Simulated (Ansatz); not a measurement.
Geometry optimisation, Ansatz 0.2.0, DFT PBE, scalar-relativistic, plane waves, PAW.

The input (input.yaml):

```yaml
crystal:
  lattice:
    - [7.398, 0.0, 0.0]
    - [-3.699, 6.406856, 0.0]
    - [0.0, 0.0, 11.0]
  atoms:
    - { symbol: C, position: [0.0, 0.0, 0.0909091] }
    - { symbol: C, position: [0.2222222, 0.1111111, 0.0909091] }
    - { symbol: C, position: [0.0, 0.3333333, 0.0909091] }
    - { symbol: C, position: [0.2222222, 0.4444444, 0.0909091] }
    - { symbol: C, position: [0.0, 0.6666667, 0.0909091] }
    - { symbol: C, position: [0.2222222, 0.7777778, 0.0909091] }
    - { symbol: C, position: [0.3333333, 0.0, 0.0909091] }
    - { symbol: C, position: [0.5555556, 0.1111111, 0.0909091] }
    - { symbol: C, position: [0.3333333, 0.3333333, 0.0909091] }
    - { symbol: C, position: [0.5555556, 0.4444444, 0.0909091] }
    - { symbol: C, position: [0.3333333, 0.6666667, 0.0909091] }
    - { symbol: C, position: [0.5555556, 0.7777778, 0.0909091] }
    - { symbol: C, position: [0.6666667, 0.0, 0.0909091] }
    - { symbol: C, position: [0.8888889, 0.1111111, 0.0909091] }
    - { symbol: C, position: [0.6666667, 0.3333333, 0.0909091] }
    - { symbol: C, position: [0.8888889, 0.4444444, 0.0909091] }
    - { symbol: C, position: [0.6666667, 0.6666667, 0.0909091] }
    - { symbol: C, position: [0.8888889, 0.7777778, 0.0909091] }
    - { symbol: Au, position: [0.3617666, 0.1958515, 0.27], spin: 1.0 }
magnetization:
  spin_polarized: true
basis:
  ecutwfc: 420.0
kpoints:
  mp_grid: { grid: [2, 2, 1] }
hamiltonian:
  xc: pbe
scf:
  occupations: { method: gaussian, width: 0.05 }
  lower_state_search: "off"
relax:
  f_tol: 0.03
  max_steps: 60
  adjacent_minimum: "off"
output:
  write_density: true
  write_potential: true
  elf: true
  volumetric_format: npy
```

Launched with:

```bash
$ ansatz run input.yaml --threads 2 --pin off --max-ram 5120MiB --backend cpu --events-out ev --progress --plain --runs-dir out
```

Where does it end, and by what steps?

The forces met the threshold. Limits of this set-up: slab without dipole correction. After 7 steps the energy has fallen by 0.984 eV; Au19 moved furthest, 1.00 Å. Parted: C7–Au19, C9–Au19.

| step | energy less start (eV) | largest force component (eV/Å) | accepted |
| --- | --- | --- | --- |
| 0 | 0.0000 | 3.457 | yes |
| 1 | -0.5393 | 1.621 | yes |
| 2 | -0.7851 | 0.654 | yes |
| 3 | -0.8954 | 0.215 | yes |
| 4 | -0.9462 | 0.141 | yes |
| 5 | -0.9771 | 0.094 | yes |
| 6 | -0.9836 | 0.042 | yes |
| 7 | -0.9837 | 0.008 | yes |

```xyz
19
Lattice="7.3980 0.0000 0.0000 -3.6990 6.4069 0.0000 0.0000 0.0000 11.0000" Properties=species:S:1:pos:R:3
C 0.025 0.021 1.012
C 1.271 0.740 1.152
C -1.196 2.164 0.956
C 0.038 2.878 0.956
C -2.428 4.300 0.956
C -1.193 5.010 0.956
C 2.516 0.021 1.011
C 3.739 0.739 0.956
C 1.271 2.178 1.011
C 2.504 2.878 0.956
C 0.039 4.300 0.935
C 1.271 5.012 0.938
C 4.970 0.027 0.935
C 6.201 0.739 0.956
C 3.737 2.164 0.956
C 4.970 2.876 0.949
C 2.503 4.300 0.935
C 3.735 5.010 0.956
Au 1.272 0.741 3.489
```

Run time: 2 min on 2 CPU threads of a shared host.
